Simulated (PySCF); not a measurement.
disiloxane (H6OSi2), singlet, at a GFN2-xTB geometry; B3LYP/cc-pVDZ run with PySCF.

Input for PySCF:
```python
from pyscf import gto, scf, dft

mol = gto.M(
    atom='''
Si    1.585546   -0.294653    0.093054
O    -0.003746   -0.028984   -0.031880
Si   -1.584141    0.305515   -0.081085
H     1.996361   -0.923911   -1.160282
H     2.222422    1.006205    0.290415
H     1.777237   -1.176698    1.242699
H    -2.213758   -0.474707    0.982498
H    -2.047572   -0.094735   -1.407977
H    -1.724385    1.743647    0.140125
''',
    basis='cc-pvdz',
    charge=0,
    spin=0,
    verbose=4,
)

mf = dft.RKS(mol)
mf.xc = 'b3lyp'
mf.kernel()
```

The log (banner, timings and long lists left out):

```
PySCF version 2.14.0

[INPUT] verbose = 4
[INPUT] num. atoms = 9
[INPUT] num. electrons = 42
[INPUT] charge = 0
[INPUT] spin (= nelec alpha-beta = 2S) = 0
[INPUT] symmetry False subgroup None
[INPUT] Mole.unit = angstrom
[INPUT] Symbol           X                Y                Z      unit          X                Y                Z       unit  Magmom
[INPUT]  1 Si     1.585546000000  -0.294653000000   0.093054000000 AA    2.996247697900  -0.556813471781   0.175846574795 Bohr   0.0
[INPUT]  2 O     -0.003746000000  -0.028984000000  -0.031880000000 AA   -0.007078914063  -0.054771821994  -0.060244468851 Bohr   0.0
[INPUT]  3 Si    -1.584141000000   0.305515000000  -0.081085000000 AA   -2.993592632695   0.577339676946  -0.153228442810 Bohr   0.0
[INPUT]  4 H      1.996361000000  -0.923911000000  -1.160282000000 AA    3.772575535763  -1.745938753473  -2.192615207263 Bohr   0.0
[INPUT]  5 H      2.222422000000   1.006205000000   0.290415000000 AA    4.199768913208   1.901451875168   0.548804812466 Bohr   0.0
[INPUT]  6 H      1.777237000000  -1.176698000000   1.242699000000 AA    3.358491188444  -2.223636951323   2.348360765271 Bohr   0.0
[INPUT]  7 H     -2.213758000000  -0.474707000000   0.982498000000 AA   -4.183396326065  -0.897066219414   1.856652137933 Bohr   0.0
[INPUT]  8 H     -2.047572000000  -0.094735000000  -1.407977000000 AA   -3.869350300328  -0.179023204411  -2.660690919687 Bohr   0.0
[INPUT]  9 H     -1.724385000000   1.743647000000   0.140125000000 AA   -3.258615383308   3.295015287919   0.264797873205 Bohr   0.0

nuclear repulsion = 159.877943777778
number of shells = 33
number of NR pGTOs = 150
number of NR cGTOs = 80
basis = cc-pvdz
ecp = {}

******** <class 'pyscf.dft.rks.RKS'> ********
method = RKS
initial guess = minao
damping factor = 0
level_shift factor = 0
DIIS = <class 'pyscf.scf.diis.CDIIS'>
diis_start_cycle = 1
diis_space = 8
diis_damp = 0
SCF conv_tol = 1e-09
SCF conv_tol_grad = None
SCF max_cycles = 50
direct_scf = True
direct_scf_tol = 1e-13
XC library pyscf.dft.libxc version 7.1.2
    S. Lehtola, C. Steigemann, M. J. T. Oliveira, and M. A. L. Marques,  SoftwareX 7, 1–5 (2018)
XC functionals = b3lyp
    P. J. Stephens, F. J. Devlin, C. F. Chabalowski, and M. J. Frisch,  J. Phys. Chem. 98, 11623 (1994)
radial grids:
    Treutler-Ahlrichs [JCP 102, 346 (1995); DOI:10.1063/1.469408] (M4) radial grids

becke partition: Becke, JCP 88, 2547 (1988); DOI:10.1063/1.454033
pruning grids: <function nwchem_prune>
grids dens level: 3
symmetrized grids: False
atomic radii adjust function: <function treutler_atomic_radii_adjust>
small_rho_cutoff = 0
Set gradient conv threshold to 3.16228e-05
Initial guess from minao.
tot grids = 111296
init E= -657.95566924654
  HOMO = -0.353772877519479  LUMO = -0.0481958293447002  gap/eV = 8.31518
cycle= 1 E= -657.782293913773  delta_E= 0.173  |g|= 0.791  |ddm|= 2.25
  HOMO = -0.149857834032385  LUMO = 0.0219105296931779  gap/eV = 4.67406
cycle= 2 E= -657.465813672008  delta_E= 0.316  |g|= 1.48  |ddm|= 1.83
  HOMO = -0.304051261277089  LUMO = 0.000451950761287456  gap/eV = 8.28595
cycle= 3 E= -657.896324133396  delta_E= -0.431  |g|= 0.0582  |ddm|= 1.39
  HOMO = -0.296122546844607  LUMO = 0.00623977816927068  gap/eV = 8.22770
cycle= 4 E= -657.897216152506  delta_E= -0.000892  |g|= 0.0144  |ddm|= 0.0905
  HOMO = -0.298786399853385  LUMO = 0.00434955354173816  gap/eV = 8.24875
cycle= 5 E= -657.897289713557  delta_E= -7.36e-05  |g|= 0.00103  |ddm|= 0.021
  HOMO = -0.298569392570729  LUMO = 0.00458431010599236  gap/eV = 8.24923
cycle= 6 E= -657.897290136281  delta_E= -4.23e-07  |g|= 0.000165  |ddm|= 0.00168
  HOMO = -0.298587137624701  LUMO = 0.00455816997080305  gap/eV = 8.24900
cycle= 7 E= -657.897290146095  delta_E= -9.81e-09  |g|= 2.29e-05  |ddm|= 0.000197
  HOMO = -0.298592029449151  LUMO = 0.00455638345807818  gap/eV = 8.24909
cycle= 8 E= -657.897290146271  delta_E= -1.76e-10  |g|= 5.08e-06  |ddm|= 2.86e-05
  HOMO = -0.298590357489589  LUMO = 0.00455690345949167  gap/eV = 8.24906
Extra cycle  E= -657.897290146264  delta_E= 7.5e-12  |g|= 8.47e-06  |ddm|= 9.75e-06
converged SCF energy = -657.897290146264
```
